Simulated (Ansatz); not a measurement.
Geometry optimisation, RKS BHLYP-D4/def2-SVP in Ansatz.

Input file:

```yaml
crystal:
  periodic: [false, false, false]
  atoms:
    - { symbol: Si, position_ang: [-0.535261, -0.194562, -0.623316] }
    - { symbol: C, position_ang: [0.540508, 0.291698, 0.829849] }
    - { symbol: C, position_ang: [-0.131787, -0.162995, 2.122414] }
    - { symbol: H, position_ang: [-1.206673, -0.069528, 2.020529] }
    - { symbol: H, position_ang: [-1.804446, 0.574319, -0.515399] }
    - { symbol: H, position_ang: [-0.876623, -1.638203, -0.509086] }
    - { symbol: C, position_ang: [0.263409, 0.132194, -2.289472] }
    - { symbol: H, position_ang: [0.650851, 1.381575, 0.809358] }
    - { symbol: H, position_ang: [1.54953, -0.119815, 0.728384] }
    - { symbol: H, position_ang: [0.177666, 0.416386, 2.996539] }
    - { symbol: H, position_ang: [0.08066, -1.213816, 2.336261] }
    - { symbol: H, position_ang: [-0.414358, -0.123781, -3.108226] }
    - { symbol: H, position_ang: [1.174668, -0.461567, -2.406167] }
    - { symbol: H, position_ang: [0.531655, 1.188094, -2.391768] }
basis:
  gaussian: { orbitals: def2-SVP }
hamiltonian:
  xc: { name: BHLYP }
  dispersion: d4
relax:
  f_tol: 0.03
  max_steps: 50
output:
  orbitals: {}
```

Command:

```bash
$ ansatz run input.yaml --threads 2 --pin off --max-ram 3072MiB --backend cpu --events-out ev --progress --plain --runs-dir out
```

Problem. Where does it end, and by what steps?

Solution. It converged. The force dipped under the threshold on the way, but the program's further checks kept it going. After 8 steps the energy has fallen by 0.070 eV; H4 moved furthest, 0.53 Å.

```tsv
step	energy less start (eV)	largest force component (eV/Å)	accepted
0	0.0000	0.429	yes
1	-0.0384	0.211	yes
2	-0.0506	0.531	yes
3	-0.0269	0.661	no
4	-0.0665	0.048	yes
5	-0.0692	0.063	yes
6	-0.0635	0.259	no
7	-0.0700	0.002	yes
8	-0.0702	0.019	yes
```

```xyz
14
Properties=species:S:1:pos:R:3
Si -0.555 -0.290 -0.668
C 0.471 0.254 0.814
C -0.132 -0.101 2.169
H -1.114 0.363 2.307
H -1.898 0.345 -0.598
H -0.758 -1.762 -0.613
C 0.283 0.176 -2.281
H 0.622 1.338 0.739
H 1.468 -0.192 0.714
H 0.504 0.231 2.995
H -0.267 -1.182 2.277
H -0.316 -0.135 -3.142
H 1.263 -0.303 -2.364
H 0.430 1.258 -2.348
```

The run took 23 s on 2 threads of Arm Neoverse V2 (shared host), peak memory 0.23 GiB.
